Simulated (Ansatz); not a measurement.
GeH4OSi, SMILES `[O]1[SiH2][GeH2]1`, relaxed with RKS PBE-D4/def2-SVP in Ansatz from a rough embedded geometry. The force threshold is 0.03 eV/Å; the program also tests the step.

Total charge 0; spin multiplicity 1.

Start:

```xyz
7

O    -0.004   -0.832   -0.853
Si   -0.626   -0.671    0.744
Ge    0.605    0.779   -0.513
H    -2.085   -0.446    0.685
H     0.109   -1.453    1.747
H     2.161    0.810   -0.347
H    -0.161    1.811   -1.462
```

(1) How much energy does the relaxation release, and in how many steps? (An estimate is asked.)

(2) Which bonds change most? (Best estimate.)

(3) Give the relaxed structure. (Best estimate.)

Answers

(1) The calculation gave: 0.43 eV, in 6 steps, 1 of them rejected.

(2) The calculation gave: O1–Ge3 from 1.755 to 1.929 Å; Ge3–H7 from 1.598 to 1.552 Å; Si2–H5 from 1.469 to 1.503 Å; O1–Si2 from 1.722 to 1.695 Å.

(3) Computed: 
```xyz
7

O     0.010   -0.900   -0.865
Si   -0.621   -0.668    0.691
Ge    0.605    0.887   -0.450
H    -2.116   -0.573    0.820
H    -0.037   -1.496    1.801
H     2.156    0.899   -0.493
H     0.002    1.852   -1.504
```
